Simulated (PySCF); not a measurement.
**Ir (iridium, neutral) across methods**

[Xe] 4f14 5d7 6s1 6p1, one real determinant (an excited configuration). Computed with PySCF 2.14 in x2c-TZVPPall, with scalar relativity by spin-free X2C-1e.

```json
{"method": "PBE", "E (hartree)": "-17829.35", "mean ε 6s α (eV)": "-8.154", "mean ε 5d β (eV)": "-7.613", "mean ε 6p α (eV)": "-2.524", "Σ⟨r²⟩ (bohr²)": "72.14", "⟨S²⟩": "8.751"}
{"method": "M06", "E (hartree)": "-17829.59", "mean ε 6s α (eV)": "-8.479", "mean ε 5d β (eV)": "-9.572", "mean ε 6p α (eV)": "-2.817", "Σ⟨r²⟩ (bohr²)": "72.76", "⟨S²⟩": "8.753"}
{"method": "UHF", "E (hartree)": "-17823.87032", "mean ε 6s α (eV)": "-11.281", "mean ε 5d β (eV)": "-12.730", "mean ε 6p α (eV)": "-5.118", "Σ⟨r²⟩ (bohr²)": "72.31", "⟨S²⟩": "8.755"}
{"method": "LDA", "E (hartree)": "-17818.22", "mean ε 6s α (eV)": "-8.365", "mean ε 5d β (eV)": "-7.770", "mean ε 6p α (eV)": "-2.614", "Σ⟨r²⟩ (bohr²)": "72.02", "⟨S²⟩": "8.751"}
{"method": "r2SCAN", "E (hartree)": "-17829.42", "mean ε 6s α (eV)": "-8.572", "mean ε 5d β (eV)": "-7.882", "mean ε 6p α (eV)": "-2.711", "Σ⟨r²⟩ (bohr²)": "71.46", "⟨S²⟩": "8.753"}
{"method": "M06-L", "E (hartree)": "-17828.81", "mean ε 6s α (eV)": "-7.968", "mean ε 5d β (eV)": "-7.927", "mean ε 6p α (eV)": "-2.282", "Σ⟨r²⟩ (bohr²)": "72.49", "⟨S²⟩": "8.753"}
{"method": "CAM-B3LYP", "E (hartree)": "-17830.34", "mean ε 6s α (eV)": "-10.258", "mean ε 5d β (eV)": "-10.609", "mean ε 6p α (eV)": "-4.177", "Σ⟨r²⟩ (bohr²)": "71.90", "⟨S²⟩": "8.751"}
{"method": "PBE0", "E (hartree)": "-17829.12", "mean ε 6s α (eV)": "-9.089", "mean ε 5d β (eV)": "-9.102", "mean ε 6p α (eV)": "-3.252", "Σ⟨r²⟩ (bohr²)": "71.76", "⟨S²⟩": "8.752"}
```

⟨L²⟩ = 13.76 against 20 for a pure G term, so this real determinant mixes terms. Spin-orbit coupling, absent here, splits the open shell strongly.
